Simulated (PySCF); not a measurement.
An unknown shows these calculated signals:

¹H NMR (600 MHz, computed): δ 1.73 (br s, 1H), 1.03 (d, 6H), 0.58 (sept, 1H), 0.36 (br s, 4H).

¹³C{¹H} NMR (computed): δ 19.9 (CH3), 18.0 (CH).

PySCF 2.14.0 with density-fitted response routines calculation with shieldings: GIAO PBE0/pcSseg-1 and geometry from GFN2-xTB; a single conformation, non-relativistic Hamiltonian, gas phase, rapidly exchanging positions averaged.

References, each an isolated molecule treated in the same way: ¹H (31.72 ppm) and ¹³C (186.93 ppm) against TMS.

Which of these does the molecule contain: a vinyl group CH=CH2, a (CH3)2CH unit, a non-aromatic C=C double bond, an OH group, a Si–H bond, an NH or NH2 group?

Answers


- A vinyl group CH=CH2: no.
- A (CH3)2CH unit: yes (δC 19.9, 18.0; δH 1.03 (d), 0.58 (sept)).
- A non-aromatic C=C double bond: no.
- An OH group: yes (δH 1.73 (br s)).
- A Si–H bond: no.
- An NH or NH2 group: yes (δH 0.36 (br s)).

The data belong to SMILES C(C)(C)[Si](N)(N)O, C3H12N2OSi; they needn't prove each group on their own.

Carbon signals by region: 2 below 50 ppm.

Exchangeable OH/NH protons stand at their gas-phase positions; hydrogen bonding in a real sample shifts them, mostly to higher δ. Shifts are as computed. Against solution values, carbons near 30 ppm lie about +3 ppm off and those near 130 ppm about +5 ppm. Of 1211 compounds with measured shifts, 218 miss one by over three times the rms of a fit or turn the order of signals round; such compounds aren't used in these exercises. No couplings were computed; multiplicities are counted from neighbouring protons, with m where these are inequivalent, close in shift, in a saturated or five-membered ring or joined by F or P, and br s for small geminal =CH2 splittings.
